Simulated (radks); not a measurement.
Problem. The table gives one normalised radial function P(r) = r R(r) (large component) of Sm14+ in [Kr] 4d10 4f1 5s1 (r in bohr). Calculated with a radial shooting solver on a logarithmic mesh with Libxc functionals: Dirac Kohn-Sham, LDA (Slater exchange, Perdew-Wang correlation), spin-unpolarised, spherical densities, finite nucleus; open shells are shared between the two j in proportion to 2j + 1; Fermi nuclear charge, rms radius 5.0819 fm.

r,P
0.003104,0.0003
0.00463,0.0007
0.006908,0.0020
0.01039,0.0056
0.0155,0.0156
0.02312,0.0419
0.03477,0.1079
0.05186,0.2473
0.07737,0.4874
0.1164,0.7621
0.1736,0.7697
0.259,0.1528
0.3894,-0.9202
0.5809,-1.4139
0.8667,-0.9145
1.303,-0.2425
1.944,-0.0202
2.9,-0.0003

Which n and l does it have? It may be an empty orbital.

Solution. n = 4, l = 2: the number of nodes gives n - l - 1 = 1, the rise at small r points to l (for j = l - 1/2 the large component starts outside the nucleus as r^gamma with gamma = sqrt(l^2 - (Z/c)^2) = 1.95 and the r^(l+1) term takes over further out; the orbital of l - 1 with the same j starts with the same power, but with a larger coefficient, and does not steepen), and the extent must fit the shell. The curve is that of 4d3/2; the two j differ most near the nucleus, where j = l - 1/2 has the larger amplitude, and in heavy atoms j = l - 1/2 is also the more compact. 4d3/2: eigenvalue -404.72 eV, 1 radial node at r = 0.276 bohr, <r> = 0.627 bohr, 90 % of the charge inside 0.930 bohr.
